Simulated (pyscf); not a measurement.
PySCF, gas phase, ωB97X-D3(BJ)/def2-SVP geometries. Correlated levels are frozen-core, on RHF or UHF. ΔMP2 is the change of the MP2 total energy from the triple- to the quadruple-zeta basis.

What is the homolytic dissociation enthalpy (298 K, CCSD(T)/def2-TZVPP + ΔMP2(QZVPP)) of the B–O bond of H₃Si–O–B(Cl)–Cl, to •O–SiH₃ + [Cl–B–Cl]•?

B–O to •O–SiH₃ + [Cl–B–Cl]•: 625.4 kJ/mol. The radicals are drawn with the spin at the cut bond; how far it spreads was not checked. •O–SiH₃ lies 104.0 kJ/mol over its isomer HO–SiH₂•, and others may lie lower still (electronic energy, ωB97M-D3(BJ)). The CCSD(T) − MP2 part came from Ansatz, without density fitting, on the same reference.
